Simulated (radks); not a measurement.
The numbers below are computed, except where a source is named.
Coulomb parameter of the 3d shell of the chromium ion Cr3+ in the model configuration [Ar] 3d1.5 4s1.5, as a second difference U = [E(n + 0.25) + E(n - 0.25) - 2 E(n)] / (0.25)^2 with all orbitals relaxed. "Bare": the charge of the atom changes with n. "Screened": the 4s shell takes up the change at fixed total charge, which measures U(3d,3d) + U(4s,4s) - 2 U(3d,4s). Code: a radial shooting solver on a logarithmic mesh with Libxc functionals. Model: Dirac Kohn-Sham, PBEsol, spin-unpolarised, spherical densities, finite nucleus; open shells are shared between the two j in proportion to 2j + 1; Fermi nuclear charge, rms radius 3.6452 fm.

case                 configuration  E - E(n) (eV)
start             [Ar] 3d1.5 4s1.5          0.000
bare +0.25       [Ar] 3d1.75 4s1.5        -11.843
bare -0.25       [Ar] 3d1.25 4s1.5         13.050
screened +0.25  [Ar] 3d1.75 4s1.25         -4.056
screened -0.25  [Ar] 3d1.25 4s1.75          4.362

U(bare) = 19.320 eV, U(screened by 4s) = 4.894 eV.
